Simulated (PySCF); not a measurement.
## HgH⁺: from constants to spectrum

RHF-CCSD(T) constants of HgH⁺, ¹Σ⁺ (singlet), closed shell (basis Hg def2-TZVP with ECP60, H def2-TZVP; scalar-relativistic core potentials; PySCF 2.14; masses 201.9706 and 1.0078 u):

| Item | Value |
| --- | --- |
| ωe | 2037.6 cm⁻¹ |
| ωexe | 43.4 cm⁻¹ |
| Be | 6.6024 cm⁻¹ |
| αe | 0.211 cm⁻¹ |
| D (centrifugal) | 0.000277 cm⁻¹ |
| De to Hg⁺ + H | 2.57 eV |

Question: Give the band origin of the fundamental and the first lines of its P and R branches.

Answer: ν0 = ωe − 2ωexe = 1950.8 cm⁻¹, B0 = 6.4969, B1 = 6.2859 cm⁻¹.

```json
{"J″": "0", "P(J″) − ν0": "", "R(J″) − ν0": "12.571"}
{"J″": "1", "P(J″) − ν0": "-12.993", "R(J″) − ν0": "24.713"}
{"J″": "2", "P(J″) − ν0": "-26.401", "R(J″) − ν0": "36.419"}
{"J″": "3", "P(J″) − ν0": "-40.217", "R(J″) − ν0": "47.684"}
{"J″": "4", "P(J″) − ν0": "-54.436", "R(J″) − ν0": "58.501"}
{"J″": "5", "P(J″) − ν0": "-69.050", "R(J″) − ν0": "68.861"}
{"J″": "6", "P(J″) − ν0": "-84.053", "R(J″) − ν0": "78.761"}
```

Question: Near which J would the R branch turn back, without centrifugal distortion?

Answer: At J ≈ (B0 + B1)/(2(B0 − B1)) − 1 ≈ 29.

Correlated steps freeze no core orbitals. Spin–orbit coupling is left out. For an ion De counts to the pair picked by the measured ionisation energies or electron affinities, which need not be the lowest pair at this level. Where the molecule has an RHF reference, its open-shell atoms are computed with UHF. The CCSD T1 diagnostic is raised, a sign that a single reference may not be enough here.
